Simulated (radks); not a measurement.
Results of a calculation; reference values are marked as such.
B V, configuration 1s1. Code: a radial shooting solver on a logarithmic mesh with Libxc functionals. Model: non-relativistic Kohn-Sham, LDA (Slater exchange, Perdew-Wang correlation), spin-polarised, spherical densities, point nucleus; open shells are filled with parallel spins first.

Radial electron density D(r) = 4 pi r^2 rho(r):

```
   r/bohr * D(r) (the largest magnitude, 2.67, reaches the edge; | marks zero)
  0.01363 | *
  0.01465 | *
  0.01587 | *
  0.01706 | *
  0.01848 |  *
  0.01986 |  *
  0.02151 |   *
  0.02312 |   *
  0.02504 |    *
  0.02691 |     *
  0.02916 |     *
  0.03133 |      *
  0.03394 |       *
  0.03648 |        *
  0.03951 |          *
  0.04246 |           *
    0.046 |             *
  0.04943 |              *
  0.05312 |                *
  0.05755 |                  *
  0.06185 |                    *
    0.067 |                      *
    0.072 |                         *
  0.07799 |                           *
  0.08382 |                              *
   0.0908 |                                 *
  0.09758 |                                   *
   0.1057 |                                      *
   0.1136 |                                         *
   0.1231 |                                            *
   0.1322 |                                              *
   0.1433 |                                                 *
    0.154 |                                                   *
   0.1668 |                                                    *
   0.1792 |                                                     *
   0.1942 |                                                      *
   0.2086 |                                                      *
    0.226 |                                                     *
   0.2429 |                                                    *
    0.261 |                                                  *
   0.2828 |                                               *
   0.3039 |                                            *
   0.3292 |                                        *
   0.3538 |                                    *
   0.3832 |                                *
   0.4118 |                            *
   0.4461 |                       *
   0.4794 |                   *
   0.5194 |               *
   0.5582 |           *
   0.6046 |        *
   0.6498 |      *
   0.7039 |    *
   0.7564 |  *
   0.8195 | *
   0.8806 |*
    0.954 |*
    1.025 *
    1.111 *
    1.193 *
```

D(r) has 1 maximum, at r = 0.200 bohr.
